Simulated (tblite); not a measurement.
Species: C₅H₁₁O₄P.
Bonds: C1–O2, O2–P3, P3–O4 (double), P3–O5, O5–C6, P3–O7, O7–C8, C8–C9, C9–C10, C8–C10. Hydrogens: H11, H12, H13 on C1; H14, H15, H16 on C6; H17 on C8; H18, H19 on C9; H20, H21 on C10.

Computed with GFN2-xTB (tblite), gas phase: L-BFGS steps from a force-field or distance-geometry start until the largest atomic force falls under 0.01 eV/Å.

Step 80: E = -958.1262 eV
```
atom  x, y, z in Å  |  force x, y, z in eV/Å
C1     -2.7908   -1.6530    0.0081   -0.001  -0.018   0.001
O2     -1.5668   -1.1725   -0.5309   -0.046   0.016  -0.019
P3     -0.8299    0.0224    0.2231   -0.006  -0.012   0.019
O4     -0.8143   -0.0429    1.6864   -0.047   0.012   0.025
O5     -1.5585    1.2978   -0.4081   -0.033  -0.024   0.006
C6     -1.3363    2.5587    0.2010    0.005  -0.023  -0.008
O7      0.6012    0.0337   -0.4704    0.005   0.024   0.004
C8      1.6749   -0.5393    0.2424    0.006   0.006   0.000
C9      2.8006   -1.1162   -0.5479    0.012   0.006   0.004
C10     2.9894    0.1719    0.2067   -0.007  -0.008  -0.003
H11    -2.5898   -2.3201    0.8483   -0.008   0.016   0.009
H12    -3.2915   -2.1990   -0.7919    0.033  -0.003   0.009
H13    -3.4305   -0.8386    0.3518    0.067   0.023  -0.036
H14    -2.1640    3.2030   -0.0972    0.025  -0.014   0.010
H15    -0.3916    2.9796   -0.1474   -0.006   0.031   0.021
H16    -1.3093    2.4567    1.2881    0.008  -0.012  -0.022
H17     1.3624   -1.0152    1.1630   -0.005   0.015  -0.007
H18     2.7330   -1.0515   -1.6224   -0.024  -0.011   0.013
H19     3.2683   -2.0176   -0.1834    0.025   0.021   0.000
H20     3.5863    0.1773    1.1060    0.009  -0.018  -0.034
H21     3.0483    1.0815   -0.3708   -0.015  -0.026   0.006
```

Step 81: E = -958.1269 eV
```
atom  x, y, z in Å  |  force x, y, z in eV/Å
C1     -2.7909   -1.6537    0.0032    0.007  -0.025  -0.001
O2     -1.5658   -1.1707   -0.5314   -0.039   0.025  -0.010
P3     -0.8294    0.0224    0.2267   -0.010   0.008   0.011
O4     -0.8125   -0.0455    1.6901   -0.053   0.008   0.003
O5     -1.5601    1.2982   -0.4031   -0.027  -0.018   0.030
C6     -1.3384    2.5605    0.2044    0.008  -0.022  -0.008
O7      0.6022    0.0382   -0.4669   -0.006   0.018   0.011
C8      1.6764   -0.5364    0.2440   -0.004   0.035   0.017
C9      2.7968   -1.1194   -0.5470    0.031   0.015   0.006
C10     2.9940    0.1708    0.2014   -0.028  -0.001   0.016
H11    -2.5913   -2.3111    0.8514   -0.013   0.021   0.014
H12    -3.2809   -2.2116   -0.7948    0.033  -0.006   0.004
H13    -3.4399   -0.8407    0.3321    0.074   0.027  -0.030
H14    -2.1703    3.2027   -0.0884    0.037  -0.027   0.009
H15    -0.3969    2.9836   -0.1511   -0.018   0.029   0.027
H16    -1.3040    2.4610    1.2920    0.008  -0.021  -0.040
H17     1.3651   -1.0075    1.1674   -0.005   0.015  -0.005
H18     2.7269   -1.0609   -1.6206   -0.027  -0.006  -0.020
H19     3.2627   -2.0186   -0.1778    0.042  -0.015   0.004
H20     3.5936    0.1752    1.0993    0.003  -0.014  -0.043
H21     3.0537    1.0806   -0.3765   -0.015  -0.046   0.004
```

Step 82: E = -958.1282 eV
```
atom  x, y, z in Å  |  force x, y, z in eV/Å
C1     -2.7894   -1.6554   -0.0047    0.010  -0.024  -0.006
O2     -1.5654   -1.1661   -0.5353   -0.013   0.028  -0.003
P3     -0.8290    0.0234    0.2296   -0.016   0.035  -0.002
O4     -0.8106   -0.0491    1.6930   -0.057  -0.002  -0.021
O5     -1.5628    1.3003   -0.3962   -0.015   0.002   0.060
C6     -1.3415    2.5634    0.2113    0.009  -0.017   0.001
O7      0.6035    0.0456   -0.4641   -0.024   0.009   0.025
C8      1.6779   -0.5302    0.2461   -0.013   0.060   0.031
C9      2.7909   -1.1260   -0.5438    0.044   0.023   0.012
C10     3.0004    0.1686    0.1924   -0.056   0.009   0.033
H11    -2.5903   -2.2943    0.8579   -0.023   0.032   0.015
H12    -3.2621   -2.2353   -0.7978    0.036  -0.005   0.008
H13    -3.4533   -0.8445    0.2988    0.077   0.019  -0.020
H14    -2.1815    3.2024   -0.0687    0.053  -0.046   0.006
H15    -0.4070    2.9936   -0.1556   -0.033   0.019   0.031
H16    -1.2926    2.4644    1.2993    0.005  -0.034  -0.069
H17     1.3667   -0.9917    1.1745   -0.001   0.015  -0.004
H18     2.7175   -1.0786   -1.6167   -0.028  -0.004  -0.056
H19     3.2532   -2.0220   -0.1653    0.057  -0.051   0.003
H20     3.6032    0.1722    1.0883    0.003  -0.004  -0.044
H21     3.0632    1.0765   -0.3888   -0.014  -0.065   0.001
```

Step 83: E = -958.1304 eV
```
atom  x, y, z in Å  |  force x, y, z in eV/Å
C1     -2.7868   -1.6581   -0.0166    0.024  -0.014  -0.011
O2     -1.5643   -1.1600   -0.5417    0.034   0.026   0.004
P3     -0.8290    0.0242    0.2337   -0.025   0.065  -0.018
O4     -0.8112   -0.0552    1.6971   -0.057  -0.018  -0.047
O5     -1.5666    1.3027   -0.3858    0.001   0.032   0.083
C6     -1.3460    2.5668    0.2212    0.012  -0.007   0.010
O7      0.6054    0.0562   -0.4582   -0.042   0.002   0.043
C8      1.6803   -0.5202    0.2514   -0.028   0.069   0.040
C9      2.7818   -1.1352   -0.5392    0.044   0.028   0.009
C10     3.0094    0.1655    0.1791   -0.082   0.017   0.060
H11    -2.5900   -2.2674    0.8678   -0.037   0.048   0.011
H12    -3.2331   -2.2701   -0.8009    0.034  -0.004   0.013
H13    -3.4691   -0.8486    0.2473    0.062   0.005  -0.001
H14    -2.1965    3.2003   -0.0403    0.059  -0.062  -0.002
H15    -0.4224    3.0083   -0.1610   -0.041   0.002   0.025
H16    -1.2756    2.4690    1.3087   -0.002  -0.054  -0.084
H17     1.3698   -0.9672    1.1870    0.006   0.012   0.001
H18     2.6980   -1.1038   -1.6109   -0.022  -0.004  -0.084
H19     3.2421   -2.0259   -0.1486    0.063  -0.091  -0.004
H20     3.6188    0.1656    1.0703    0.008   0.018  -0.034
H21     3.0761    1.0701   -0.4061   -0.011  -0.071  -0.015
```

Question: Estimate the geometry and energy of step 84. (The exact step hangs on the optimiser's Hessian estimate; all steps are aligned on step 83, rigid shifts and turns removed.)

Answer: E = -958.1331 eV, largest force 0.117 eV/Å
```
atom  x, y, z in Å  |  force x, y, z in eV/Å
C1     -2.7820   -1.6615   -0.0311    0.016   0.000  -0.018
O2     -1.5619   -1.1529   -0.5503    0.083   0.014  -0.001
P3     -0.8297    0.0263    0.2360   -0.028   0.081  -0.022
O4     -0.8139   -0.0616    1.6991   -0.052  -0.035  -0.052
O5     -1.5711    1.3066   -0.3747    0.009   0.062   0.080
C6     -1.3509    2.5702    0.2341    0.013   0.013   0.028
O7      0.6067    0.0684   -0.4527   -0.046   0.003   0.058
C8      1.6820   -0.5064    0.2583   -0.025   0.043   0.031
C9      2.7704   -1.1466   -0.5325    0.017   0.025   0.014
C10     3.0185    0.1618    0.1636   -0.093   0.016   0.063
H11    -2.5890   -2.2326    0.8807   -0.058   0.077  -0.019
H12    -3.1961   -2.3137   -0.8026    0.043   0.029   0.055
H13    -3.4843   -0.8532    0.1841    0.054  -0.050   0.012
H14    -2.2137    3.1970   -0.0029    0.058  -0.075  -0.007
H15    -0.4420    3.0270   -0.1656   -0.039  -0.017   0.012
H16    -1.2531    2.4703    1.3195   -0.014  -0.071  -0.092
H17     1.3720   -0.9337    1.2034    0.016   0.008  -0.002
H18     2.6717   -1.1338   -1.6036   -0.006  -0.007  -0.072
H19     3.2293   -2.0324   -0.1282    0.044  -0.093  -0.027
H20     3.6355    0.1572    1.0488    0.019   0.050  -0.012
H21     3.0929    1.0605   -0.4291   -0.012  -0.072  -0.028
```

The energy changes by -0.0027 eV. The first-order estimate −F·Δx gives -0.0037 eV and the mean of the old and new forces, exact on a quadratic surface, -0.0025 eV. The step makes an angle of 85° with the force vector and moves no atom by more than 0.065 Å.

Hardware: an Arm Neoverse V1 with one thread, no GPU, shared host.
